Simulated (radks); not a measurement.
Values are calculated unless marked as measured or tabulated.
Pt II, 77 electrons, occupied as [Xe] 4f14 5d9. Level of theory: scalar-relativistic Kohn-Sham, r2SCAN, spin-polarised, spherical densities, finite nucleus; open shells are filled with parallel spins first (spin-orbit coupling, left out, can overturn this in heavy ions); meta-GGA in the generalised Kohn-Sham scheme; Fermi nuclear charge, rms radius 5.427 fm; hard spherical wall at 3 bohr (a radial shooting solver on a logarithmic mesh with Libxc functionals). Some entries of the table are withheld. Estimate them.

orbital,occ.,eigenvalue (eV),<r^2> (bohr^2)
1s down,1,-78492.56,0.0004063
1s up,1,-78492.56,0.0004063
2s up,1,-13813.72,0.006202
2s down,1,-13813.61,0.006202
2p up,3,-11970.27,0.005203
2p down,3,-11970.19,0.005203
3s up,1,-3252.610,0.03997
3s down,1,-3252.596,0.03997
3p up,3,-2713.338,0.04102
3p down,3,-2713.316,0.04102
3d up,5,-2126.876,0.03404
3d down,5,-2126.811,0.03404
4s up,1,-702.4333,0.1943
4s down,1,-702.3460,0.1944
4p up,3,-524.8198,0.2216
4p down,3,-524.7459,0.2216
4d up,5,-307.8649,0.2535
4d down,5,-307.7777,0.2534
5s up,1,-101.8155,1.046
5s down,1,-101.1959,1.042
4f up,7,-67.3920,0.3280
4f down,7,-67.2587,0.3271
5p up,3,-56.3326,1.410
5p down,3,-55.5558,1.406
5d up,5,-4.5695,(1)
5d down,4,-3.6734,(2)
6s up,0,6.9655,(3)
6s down,0,7.7551,(4)
6p up,0,25.2887,3.822
6p down,0,25.9390,3.836
5f up,0,39.1551,(5)
5f down,0,39.9082,(6)

Answer. 
(1) 5d up <r^2> (bohr^2): 2.295
(2) 5d down <r^2> (bohr^2): 2.295
(3) 6s up <r^2> (bohr^2): 3.628
(4) 6s down <r^2> (bohr^2): 3.638
(5) 5f up <r^2> (bohr^2): 3.531
(6) 5f down <r^2> (bohr^2): 3.545
